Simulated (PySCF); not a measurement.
PySCF input (BP86/def2-SVP):

```python
from pyscf import gto, dft

mol = gto.M(
    atom='''
    Br    2.07998800   -1.13204400    0.37504800
    C     0.24987700   -0.42570700    0.11596700
    C    -0.88194700   -1.26250900    0.26748200
    C    -1.99041100   -0.55011500    0.04090600
    Se   -1.64389400    1.38030300   -0.41527500
    C     0.15224900    0.88930100   -0.21050000
    H    -3.03820400   -0.81385900    0.05611300
    H     0.95239600    1.59928900   -0.34659600
    ''',
    basis='def2-svp',
    charge=-1,
    spin=0,
    verbose=4,
)

mf = dft.RKS(mol, xc='bp86')
mf.grids.level = 3
mf.conv_tol = 1e-9
mf.max_cycle = 100
mf.max_memory = 1500
mf.kernel()
if not mf.converged:
    mf = mf.newton()
    mf.kernel(mf.make_rdm1())
mf.dip_moment()
```

Output:

```
PySCF version 2.14.0

[INPUT] verbose = 4
[INPUT] num. atoms = 8
[INPUT] num. electrons = 96
[INPUT] charge = -1
[INPUT] spin (= nelec alpha-beta = 2S) = 0
[INPUT] symmetry False subgroup None
[INPUT] Mole.unit = angstrom
[INPUT] Symbol           X                Y                Z      unit          X                Y                Z       unit  Magmom
[INPUT]  1 Br     2.079988000000  -1.132044000000   0.375048000000 AA    3.930607662382  -2.139253120957   0.708738003566 Bohr   0.0
[INPUT]  2 C      0.249877000000  -0.425707000000   0.115967000000 AA    0.472199094828  -0.804469639310   0.219145869487 Bohr   0.0
[INPUT]  3 C     -0.881947000000  -1.262509000000   0.267482000000 AA   -1.666638286382  -2.385796239799   0.505467723251 Bohr   0.0
[INPUT]  4 C     -1.990411000000  -0.550115000000   0.040906000000 AA   -3.761331665322  -1.039566687015   0.077301136851 Bohr   0.0
[INPUT]  5 Se    -1.643894000000   1.380303000000  -0.415275000000 AA   -3.106509437816   2.608394638916  -0.784756016379 Bohr   0.0
[INPUT]  6 C      0.152249000000   0.889301000000  -0.210500000000 AA    0.287708912739   1.680535332302  -0.397787349221 Bohr   0.0
[INPUT]  7 H     -3.038204000000  -0.813859000000   0.056113000000 AA   -5.741373470558  -1.537970614012   0.106038202028 Bohr   0.0
[INPUT]  8 H      0.952396000000   1.599289000000  -0.346596000000 AA    1.799767602131   3.022218204030  -0.654971515870 Bohr   0.0

nuclear repulsion = 588.605695284455
number of shells = 54
number of NR pGTOs = 258
number of NR cGTOs = 130
basis = def2-svp
ecp = {}

******** <class 'pyscf.dft.rks.RKS'> ********
method = RKS
initial guess = minao
damping factor = 0
level_shift factor = 0
DIIS = <class 'pyscf.scf.diis.CDIIS'>
diis_start_cycle = 1
diis_space = 8
diis_damp = 0
SCF conv_tol = 1e-09
SCF conv_tol_grad = None
SCF max_cycles = 100
direct_scf = True
direct_scf_tol = 1e-13
XC library pyscf.dft.libxc version 7.1.2
    S. Lehtola, C. Steigemann, M. J. T. Oliveira, and M. A. L. Marques,  SoftwareX 7, 1–5 (2018)
XC functionals = bp86
    A. D. Becke,  Phys. Rev. A 38, 3098 (1988)
    J. P. Perdew,  Phys. Rev. B 33, 8822 (1986)
    J. P. Perdew,  Phys. Rev. B 34, 7406–7406 (1986)
radial grids:
    Treutler-Ahlrichs [JCP 102, 346 (1995); DOI:10.1063/1.469408] (M4) radial grids

becke partition: Becke, JCP 88, 2547 (1988); DOI:10.1063/1.454033
pruning grids: <function nwchem_prune>
grids dens level: 3
symmetrized grids: False
atomic radii adjust function: <function treutler_atomic_radii_adjust>
small_rho_cutoff = 0
Set gradient conv threshold to 3.16228e-05
Initial guess from minao.
tot grids = 116936
init E= -5127.77787129375
  HOMO = -0.255503844195752  LUMO = -0.118003190194336  gap/eV = 3.74158
cycle= 1 E= -5128.99226550543  delta_E= -1.21  |g|= 0.674  |ddm|= 3.84
  HOMO = 0.148638685789217  LUMO = 0.173581645259876  gap/eV = 0.67873
cycle= 2 E= -5127.64271900454  delta_E= 1.35  |g|= 1.87  |ddm|= 6.98
  HOMO = 0.02323824837752  LUMO = 0.132328445956893  gap/eV = 2.96850
cycle= 3 E= -5129.02986519627  delta_E= -1.39  |g|= 0.551  |ddm|= 6.89
  HOMO = 0.0219962142817174  LUMO = 0.126415909030355  gap/eV = 2.84140
cycle= 4 E= -5129.11954683778  delta_E= -0.0897  |g|= 0.153  |ddm|= 0.983
  HOMO = 0.0235868712191762  LUMO = 0.116016274729775  gap/eV = 2.51513
cycle= 5 E= -5129.12346718285  delta_E= -0.00392  |g|= 0.0884  |ddm|= 0.358
  HOMO = 0.0250025374931235  LUMO = 0.123517604576119  gap/eV = 2.68073
cycle= 6 E= -5129.12601505876  delta_E= -0.00255  |g|= 0.0284  |ddm|=  0.2
  HOMO = 0.0241661349168565  LUMO = 0.122686090028941  gap/eV = 2.68086
cycle= 7 E= -5129.12619828361  delta_E= -0.000183  |g|= 0.00755  |ddm|= 0.0459
  HOMO = 0.0238893142501144  LUMO = 0.122829547270309  gap/eV = 2.69230
cycle= 8 E= -5129.12620787103  delta_E= -9.59e-06  |g|= 0.00395  |ddm|= 0.0143
  HOMO = 0.0240537365209383  LUMO = 0.122775939754684  gap/eV = 2.68637
cycle= 9 E= -5129.12621147938  delta_E= -3.61e-06  |g|= 0.00167  |ddm|= 0.00682
  HOMO = 0.0240821401412474  LUMO = 0.12280109933757  gap/eV = 2.68628
cycle= 10 E= -5129.12621213832  delta_E= -6.59e-07  |g|= 0.000639  |ddm|= 0.00238
  HOMO = 0.0240495270430579  LUMO = 0.122810982258792  gap/eV = 2.68744
cycle= 11 E= -5129.126212286  delta_E= -1.48e-07  |g|= 0.000123  |ddm|= 0.000928
  HOMO = 0.0240505362372603  LUMO = 0.122803442111479  gap/eV = 2.68720
cycle= 12 E= -5129.1262122758  delta_E= 1.02e-08  |g|= 2.23e-05  |ddm|= 0.000247
  HOMO = 0.0240546696240815  LUMO = 0.122804670295197  gap/eV = 2.68712
cycle= 13 E= -5129.12621229017  delta_E= -1.44e-08  |g|= 4.5e-05  |ddm|= 0.000128
  HOMO = 0.0240522112869015  LUMO = 0.122804516772371  gap/eV = 2.68719
cycle= 14 E= -5129.12621229078  delta_E= -6.08e-10  |g|= 1.25e-06  |ddm|= 7.81e-05
  HOMO = 0.0240523649607356  LUMO = 0.12280432811576  gap/eV = 2.68718
Extra cycle  E= -5129.12621229075  delta_E= 2.73e-11  |g|= 1.84e-06  |ddm|= 6.33e-06
converged SCF energy = -5129.12621229075

WARN: System has nonzero charge -1; the dipole moment is origin-dependent.
Location of origin: [0. 0. 0.]

Dipole moment(X, Y, Z, Debye):  1.54720,  2.80670, -0.61412
```

The dipole moment of an ion depends on the origin.

The geometry given is a B3LYP-D3(BJ)/def2-TZVP minimum.
